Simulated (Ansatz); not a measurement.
The cluster Ag₂Br, relaxed as a doublet with UKS r2SCAN-D4/def2-TZVP in Ansatz, starting from the GFN2-xTB geometry. Force threshold 0.02 eV/Å.

In the def2 sets Ag takes a core potential; there is no spin–orbit coupling. The relaxation made no stability test and no search for a lower SCF solution. The structure comes from a short search, and lower isomers may exist.

Start:

```xyz
3

Ag    0.010    0.008   -0.037
Ag   -0.833   -0.414    2.320
Br    0.822    0.406   -2.283
```

```tsv
step	energy (eV)	largest force component (eV/Å)	SCF passes
1	-78049.4363	0.631	20
2	-78049.4712	0.132	27
3	-78049.4728	0.028	27
4	-78049.4753	0.047	30
5	-78049.4924	0.110	29
6	-78049.5001	0.081	24
7	-78049.5208	0.210	28
8	-78049.5383	0.046	23
9	-78049.5437	0.021	23
10	-78049.5457	0.024	23
11	-78049.5457	0.005	26
```

Force components are those of the run's own axes.

End:

```
atom    x (Å)    y (Å)    z (Å)
 Ag1  -0.6815   0.3314  -0.2773
 Ag2  -0.4119  -0.5272   2.1940
 Br3   1.0934   0.1957  -1.9167
```

By distances, no bond broke or formed. The bond that changes most is Ag1–Ag2, from 2.54 to 2.63 Å (atoms count from 1).

No frequencies were taken in this run, so the end may be a saddle point.

It took 40 s on 4 threads of Arm Neoverse V2 on a shared host.
